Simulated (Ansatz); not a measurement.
Two structures of Ge4H10ClF, closed shell, reached by relaxing down either side of one saddle point (PBE0-D4/def2-TZVP). Energies are electronic, without zero-point energy. Computed with Ansatz 0.2.0 (basis: def2-TZVPP and def2-QZVPP); correlated methods freeze the cores. Filled d shells of the heavier atoms are correlated. The def2 sets are not built for correlating such inner shells, so the correlated values are less sure here. Extrapolation: Hartree–Fock as exp(−7.88 √X), correlation as X^−2.97. First:

```json
{"atom": "Ge1", "x (Å)": "-0.5913", "y (Å)": "0.0720", "z (Å)": "-0.4387"}
{"atom": "Ge2", "x (Å)": "0.5158", "y (Å)": "2.2003", "z (Å)": "-0.0221"}
{"atom": "Ge3", "x (Å)": "0.6848", "y (Å)": "-1.4714", "z (Å)": "-1.8151"}
{"atom": "Ge4", "x (Å)": "-1.7064", "y (Å)": "-0.8678", "z (Å)": "1.5050"}
{"atom": "Cl5", "x (Å)": "-2.2402", "y (Å)": "0.7098", "z (Å)": "-1.7444"}
{"atom": "H6", "x (Å)": "2.0725", "y (Å)": "0.3953", "z (Å)": "1.4139"}
{"atom": "F7", "x (Å)": "1.9697", "y (Å)": "-0.5243", "z (Å)": "1.4894"}
{"atom": "H8", "x (Å)": "-0.4337", "y (Å)": "3.1778", "z (Å)": "0.6837"}
{"atom": "H9", "x (Å)": "1.0302", "y (Å)": "2.8107", "z (Å)": "-1.3328"}
{"atom": "H10", "x (Å)": "1.7533", "y (Å)": "2.0358", "z (Å)": "0.9069"}
{"atom": "H11", "x (Å)": "1.8448", "y (Å)": "-2.0810", "z (Å)": "-1.0186"}
{"atom": "H12", "x (Å)": "-0.2679", "y (Å)": "-2.5775", "z (Å)": "-2.2919"}
{"atom": "H13", "x (Å)": "1.2279", "y (Å)": "-0.7038", "z (Å)": "-3.0301"}
{"atom": "H14", "x (Å)": "-2.5856", "y (Å)": "0.2241", "z (Å)": "2.1340"}
{"atom": "H15", "x (Å)": "-2.5924", "y (Å)": "-2.0295", "z (Å)": "1.0315"}
{"atom": "H16", "x (Å)": "-0.6814", "y (Å)": "-1.3705", "z (Å)": "2.5293"}
```

Second:

```
16
angstrom
Ge 0.1885 -0.3554 0.1979
Ge -0.2790 1.9152 -0.5544
Ge 0.7694 -1.7804 -1.6876
Ge -1.6109 -1.1800 1.6141
Cl -2.0398 1.5649 -1.7842
H 2.2979 2.1116 1.2983
F 1.6268 -0.2778 1.2205
H -0.7072 2.9040 0.5397
H 0.7760 2.5388 -1.4797
H 2.2835 2.8473 1.1616
H 1.2154 -3.1537 -1.1657
H -0.4691 -1.9425 -2.5794
H 1.9071 -1.1349 -2.4908
H -1.8558 -0.1920 2.7632
H -2.8817 -1.3131 0.7640
H -1.2214 -2.5520 2.1823
```

**Question.** Which bonds change from the first to the second?

**Answer.** Ge₄H₉Cl ([Cl][Ge]([GeH3])([GeH3])[GeH3]) + HF → Ge₄H₈ClF ([F][Ge]([GeH3])([GeH3])[GeH2][Cl]) + H₂; bonds formed: Ge1–F7, Ge2–Cl5, H6–H10; bonds broken: Ge1–Cl5, Ge2–H10, H6–F7.

**Question.** Give the saddle point's structure and its height above each. (An estimate is asked for; the value comes from the calculation.)

**Answer.** By the calculation: 37.79 kcal/mol above the first and 40.88 kcal/mol above the second (CCSD(T) at an estimated basis limit (MP2 extrapolated from triple and quadruple zeta, plus CCSD(T) − MP2 in triple zeta)).
Ge1  (-0.083, -0.213, -0.023)
Ge2  (0.263, 2.096, -0.191)
Ge3  (0.803, -1.605, -1.793)
Ge4  (-1.673, -0.983, 1.631)
Cl5  (-1.793, 0.990, -1.483)
H6  (1.749, 1.081, 1.074)
F7  (1.589, -0.164, 1.182)
H8  (-0.520, 3.096, 0.661)
H9  (0.972, 2.725, -1.391)
H10  (1.760, 2.029, 0.910)
H11  (1.806, -2.606, -1.203)
H12  (-0.373, -2.345, -2.440)
H13  (1.495, -0.700, -2.820)
H14  (-2.238, 0.242, 2.364)
H15  (-2.793, -1.729, 0.900)
H16  (-0.964, -1.916, 2.622)
(Å)

The search had been set up for a four-centre ligand exchange (forming Ge1–F7, Ge2–H6, breaking Ge1–Ge2, H6–F7); from that guess it ended on this step instead.

T1 diagnostic: at most 0.013.

Labels in which every atom is bracketed show which atoms are joined, not bond orders.

For scale, one of the runs: CCSD(T)/def2-TZVPP, 405 basis functions, launched by `ansatz run in.yaml --threads 4 --pin off --events-out ev --progress --plain --max-ram 41984MiB --backend cuda --devices 0, --max-vram 37GiB`. The run took 32 s on 4 CPU threads of an AMD EPYC 7R13 and a share of one NVIDIA H100 (shared host), with 1.9 GiB of host memory at its peak.
